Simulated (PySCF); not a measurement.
C3H6FNSi.

```xyz
12

F     -1.4239     0.7010     1.1210
C     -0.9398     0.4972    -0.1839
C     -0.9219    -1.0154    -0.4696
N      0.3528    -1.6688    -0.1534
C      1.3492    -0.8820     0.0222
Si     0.9178     0.9591    -0.1855
H     -1.6072     1.0329    -0.8774
H     -1.1330    -1.2139    -1.5351
H     -1.7248    -1.5015     0.1084
H      2.3255    -1.3401     0.2403
H      1.3074     1.8688     0.9202
H      1.4030     1.4992    -1.4866
```

Geometry optimised at TPSSh-D3(BJ)/def2-SVP. The structure was generated by enumeration; whether it is a known compound was not checked. The values are those of a single conformer.

All values below come from PBE/pcSseg-1 (PySCF). Non-relativistic, no solvent.

Computed absolute GIAO shielding of each atom: isotropic value and principal components (ppm):
```json
[
 {"atom": "F1", "σ(iso)": "377.3", "σ11": "281.8", "σ22": "407.4", "σ33": "442.6", "span": "160.8"},
 {"atom": "C2", "σ(iso)": "87.0", "σ11": "43.9", "σ22": "71.6", "σ33": "145.5", "span": "101.6"},
 {"atom": "C3", "σ(iso)": "99.1", "σ11": "68.2", "σ22": "94.1", "σ33": "135.0", "span": "66.8"},
 {"atom": "N4", "σ(iso)": "-220.6", "σ11": "-704.1", "σ22": "-168.7", "σ33": "211.1", "span": "915.3"},
 {"atom": "C5", "σ(iso)": "3.1", "σ11": "-98.6", "σ22": "-5.2", "σ33": "113.1", "span": "211.7"},
 {"atom": "Si6", "σ(iso)": "374.7", "σ11": "286.2", "σ22": "383.4", "σ33": "454.6", "span": "168.5"},
 {"atom": "H7", "σ(iso)": "26.1", "σ11": "23.5", "σ22": "24.9", "σ33": "29.8", "span": "6.2"},
 {"atom": "H8", "σ(iso)": "26.9", "σ11": "24.1", "σ22": "25.9", "σ33": "30.5", "span": "6.4"},
 {"atom": "H9", "σ(iso)": "25.9", "σ11": "23.0", "σ22": "25.6", "σ33": "29.1", "span": "6.1"},
 {"atom": "H10", "σ(iso)": "22.4", "σ11": "19.7", "σ22": "22.3", "σ33": "25.0", "span": "5.3"},
 {"atom": "H11", "σ(iso)": "26.6", "σ11": "23.6", "σ22": "24.7", "σ33": "31.3", "span": "7.7"},
 {"atom": "H12", "σ(iso)": "26.7", "σ11": "23.7", "σ22": "24.5", "σ33": "31.8", "span": "8.1"}
]
```
